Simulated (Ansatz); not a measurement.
Harmonic frequencies (cm⁻¹) at PBE0-D4/def2-TZVP from Ansatz: 60, 60, 96, 162, 162, 172, 200, 260, 260, 287, 353, 353, 630, 690, 690, 813, 842, 842, 983, 1118, 1118, 2471, 2492, 2492, 3904, 3904, 3904.

Each molecule was computed in one conformer, which needn't be the lowest.

Q: Which molecule is it?
A. `C[OH+][GaH3-]`
B. `[OH][Ga-]([OH])([OH])[PH3+]`
C. `[CH3][Al-]([NH3+])([Cl])[Cl]`
D. `C[NH2+][Al-]([F])([F])[F]`

A: B.
